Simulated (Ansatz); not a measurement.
`F[BH][SnH2][SiH3]` + `CC[SeH]` → `CC[Se]BF` + `[SiH3][SnH3]`  (cleavage of the B–Sn bond)

Calculated with Ansatz (gas phase, PBE0-D4/def2-TZVP geometries, no zero-point term in ΔE). CCSD(T)/CBS is the MP2 limit (def2-TZVPP, def2-QZVPP) plus CCSD(T) − MP2 in def2-TZVPP, frozen cores. DFT in def2-TZVPP. B3LYP here is the variant with VWN-RPA as its local correlation; programs differ in this. def2 core potentials past Kr. For Se, Sn outer-core shells are correlated without core-valence functions, which leaves a few kJ/mol of doubt a bond. Scalar relativity is left out up to krypton. Each species was taken in one conformer, which may not be the lowest.

**Question.** Is it downhill or uphill in electronic energy at CCSD(T)/CBS, and by how much? (Estimate.)

**Answer.** The calculation gave: Downhill: ΔE = -92.7 kJ/mol.

**Question.** What do these levels give: PBE-D4, r2SCAN-D4, B3LYP-D4, ωB97X-V, ωB97M-V, r2SCAN, B3LYP, SCS-MP2/def2-TZVPP, CCSD(T)/def2-TZVPP, HF/def2-QZVPP, MP2/def2-QZVPP, SCS-MP2/def2-QZVPP? (Estimate.)

**Answer.** Computed: PBE-D4 -94.5, r2SCAN-D4 -99.6, B3LYP-D4 -94.0, ωB97X-V -93.5, ωB97M-V -94.0, r2SCAN -99.1, B3LYP -90.8, SCS-MP2/def2-TZVPP -95.3, CCSD(T)/def2-TZVPP -94.9, HF/def2-QZVPP -89.9, MP2/def2-QZVPP -97.0, SCS-MP2/def2-QZVPP -93.8 kJ/mol.

Largest T1 diagnostic among the species: 0.014.

The D4 term adds −3.3 kJ/mol with B3LYP and −1.7 kJ/mol with PBE0; it sums over pairs of atoms, weighted by their polarisabilities, and B3LYP, whose exchange is more repulsive, gets the larger term. In def2-TZVPP, CCSD(T) changes the Hartree–Fock value by −4.0 kJ/mol (the triples alone add −2.1 kJ/mol) and MP2 by −7.7 kJ/mol.
